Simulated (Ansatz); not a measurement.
Consider the ligand exchange at the Si–O bond: `CO[Si](O)(Cl)Cl` + H₂S → `CO[Si](S)(Cl)Cl` + H₂O.

Isolated molecules relaxed with PBE0-D4/def2-TZVP in Ansatz; ΔE leaves out vibrations. CCSD(T)/CBS adds triple-zeta CCSD(T) − MP2 to the extrapolated MP2 energy (def2 sets, frozen cores). This one scheme is used for every species. DFT in def2-TZVPP. Each species was taken in one conformer, which may not be the lowest.

| level | ΔE (kJ/mol) | difference from CCSD(T)/CBS |
| --- | --- | --- |
| r2SCAN-D4 | 54.3 | 3.2 |
| ωB97X-V | 56.1 | 5.0 |
| ωB97M-V | 55.8 | 4.7 |
| B2PLYP | 59.6 | 8.5 |
| PBE | 45.5 | -5.6 |
| HF/def2-TZVPP | 76.9 | 25.8 |
| SCS-MP2/def2-TZVPP | 57.5 | 6.4 |
| CCSD/def2-TZVPP | 61.3 | 10.2 |
| CCSD(T)/def2-TZVPP | 57.4 | 6.3 |
| MP2/CBS(def2) | 45.2 | -5.9 |
| CCSD(T)/CBS | 51.1 | 0 |

Largest T1 diagnostic among the species: 0.011.

The D4 term adds −7.2 kJ/mol with B3LYP and −4.0 kJ/mol with PBE0; it sums over pairs of atoms, weighted by their polarisabilities, and B3LYP, whose exchange is more repulsive, gets the larger term. From PBE to PBE0 (25 % exact exchange), in def2-TZVPP and without D4, ΔE moves by +3.9 kJ/mol. In def2-TZVPP, CCSD(T) changes the Hartree–Fock value by −19.5 kJ/mol (the triples alone add −4.0 kJ/mol) and MP2 by −25.5 kJ/mol.

B3LYP here is the variant with VWN-RPA as its local correlation; programs differ in this.
